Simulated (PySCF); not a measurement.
# Run times: manganese in aug-cc-pVDZ

Measured wall times of calculations with PySCF 2.14 in aug-cc-pVDZ (7s6p4d2f, 59 functions), with the non-relativistic Hamiltonian (point nucleus), run from one Python driver. Hardware: 1 thread of Neoverse-N1 on a shared host, 1.3 GiB allowed. The two-electron integrals over 59 functions were computed once and kept in memory (1.4 CPU seconds with the set-up); the times below exclude them. Kohn-Sham runs start from converged Hartree-Fock orbitals.

Launch command (the driver calls PySCF for each step listed in the task file):

```bash
OMP_NUM_THREADS=1 python atomrun2.py TASK.json OUT
```

| species | step | iterations | wall time (s) |
| --- | --- | --- | --- |
| Mn [Ar] 3d5 4s2 | UHF | 2 | 0.5 |
| Mn [Ar] 3d5 4s2 | r2SCAN | 6 | 3.6 |
| Mn [Ar] 3d5 4s2 | TPSS | 6 | 3.8 |
| Mn [Ar] 3d5 4s2 | MP2 (7 electrons) |  | 0.14 |
| Mn⁺ [Ar] 3d5 4s1 | UHF | 1 | 0.32 |
| Mn⁺ [Ar] 3d5 4s1 | r2SCAN | 6 | 3.6 |
| Mn⁺ [Ar] 3d5 4s1 | TPSS | 5 | 3.3 |
| Mn⁺ [Ar] 3d5 4s1 | MP2 (6 electrons) |  | 0.05 |

Peak memory of the process: 0.25 GiB. Times on a shared host vary from run to run.
